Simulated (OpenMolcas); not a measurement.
**Yb3+: ligand-field states by method**

Yb3+ with 6 ligands (chloride) in trigonal antiprismatic coordination (D3d) at 2.63 Å, a polar angle of 61.9° against the regular 54.74°. A charge of +0.5 e stands 3.2 Å behind each ligand. Ligand basis ANO-RCC-VDZP.
```
Yb    0.0000    0.0000    0.0000
Cl    0.0000    2.3189    1.2407
Cl   -2.0083   -1.1595    1.2407
Cl    2.0083   -1.1595    1.2407
Cl    0.0000   -2.3189   -1.2407
Cl    2.0083    1.1595   -1.2407
Cl   -2.0083    1.1595   -1.2407
```

```yaml
Program: OpenMolcas
Basis: ANO-RCC-VDZP [7s6p4d2f1g]
Scalar_Hamiltonian: DKH2, point nucleus
Active_space: 13 electrons in 7 orbitals (4f)
State_averaging: 2S+1 = 2 odd, 7 roots
Spin-orbit_coupling: RASSI with atomic mean-field integrals over the reference wave functions
```

I. CASSCF
II. SS-CASPT2, IPEA 0.25 Eh, imaginary shift 0.1 Eh (closed shells correlated: 5s 5p and the ligand valence shells)

Spin-free states (labels of D3, the rotations of D3d) in cm-1, each column counted from its own energy of the first state listed:

```
State  Degeneracy    I   II
  2A2           1    0    0
  2A1           1  175  350
   2E           2  309  400
   2E           2  582  730
  2A2           1  612  840
```

With spin-orbit coupling the lowest J multiplet is 510 (I), 631 (II) cm-1 wide, a factor of 1.24 from I to II.

χT at 300 K: I 2.48, II 2.42 cm3 K/mol.

Over all roots computed the reference weight is 0.65 in II; a low but even weight reflects the number of correlated electrons. Without dynamic correlation the ligand-field splitting of an f shell can come out too small, at times by half (holds for I). Splittings of an f shell from a small cluster at a set distance can be off by tens of per cent, mostly too small (holds for II). No measured value stands beside these numbers; the geometry was imposed, not optimised, and the real ion may take another.
